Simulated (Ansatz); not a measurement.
```yaml
crystal:
  periodic: [false, false, false]
  atoms:
    - {symbol: F, position_ang: [-0.888031, 0.278534, -1.472170]}
    - {symbol: Sn, position_ang: [-0.272110, 0.555172, -0.137827]}
    - {symbol: Cl, position_ang: [2.243311, 0.254566, -0.674870]}
    - {symbol: Se, position_ang: [-1.045236, -1.141825, 1.495615]}
    - {symbol: H, position_ang: [-0.045421, 1.938968, 0.085143]}
    - {symbol: H, position_ang: [-0.216325, -1.864938, 1.111547]}
basis:
  gaussian: {orbitals: def2-mTZVPP}
magnetization: {spin_polarized: true, initial_magnetization: 2}
hamiltonian: {xc: {name: B97M-V}}
scf: {lower_state_search: light}
relax: {f_tol: 0.0001, max_steps: 2}
output: {forces: true}
```

```sh
$ ansatz run in.yaml --threads 4 --pin off --events-out ev --progress --plain --max-ram 10444MiB
```

It prints (some lines left out):

```
Functional definition: B97M-V
1277 factors; their error is unknown
mean field evaluation 1: about -86423.9818 eV, gradient 3.5e1 eV
mean field evaluation 2: about -86398.0255 eV, gradient 7.6e1 eV
mean field evaluation 4: about -86423.4076 eV, gradient 2.3e1 eV
mean field evaluation 8: about -86428.2692 eV, gradient 6.7e0 eV
mean field evaluation 16: about -86428.8023 eV, gradient 5.2e-1 eV
mean field evaluation 32: about -86428.7702 eV, gradient 6.5e-6 eV
mean field -86428.77024661 eV, -3176.1987230382 hartree, gradient 6.5e-6 eV, S^2 2.005298; 10 other end points of the search recorded, 0 dependent functions left out
reference -86428.77032285 eV, -3176.1987258402 hartree; 43, 41 occupied and 90, 92 virtual orbitals, 1277 factors
relax step   1: F+E_penalty+E_count = -86428.77024661 eV  Δ(F+E_penalty+E_count) = +0.000e0 eV  max|allowed force component| = 3.158e1 eV/Å  Δτ_max = 0.0000 Å  (259 SCF iters, accepted)
1277 factors; their error is unknown
mean field -86436.80855985 eV, -3176.4941256014 hartree, gradient 9.4e-6 eV, S^2 2.005470; 0 other end points of the search recorded, 0 dependent functions left out
reference -86436.80863670 eV, -3176.4941284255 hartree; 43, 41 occupied and 90, 92 virtual orbitals, 1277 factors
relax step   2: F+E_penalty+E_count = -86436.80855985 eV  Δ(F+E_penalty+E_count) = -8.038e0 eV  max|allowed force component| = 5.669e0 eV/Å  Δτ_max = 0.1948 Å  (60 SCF iters, accepted)
Error: geometry relaxation did not converge after 2 steps: max|allowed force component| = 5.67e0 eV/Å (threshold 1.0e-4). Raise `relax.max_steps` over both its present limit and 2, loosen `relax.f_tol`, or start from a geometry closer to equilibrium. Where this run's directory can be resumed (`checkpoint.write`), a resume goes on for up to `relax.max_steps` more
```

In this input the relaxation is allowed too few steps for its threshold. The calculation stopped without meeting its thresholds.
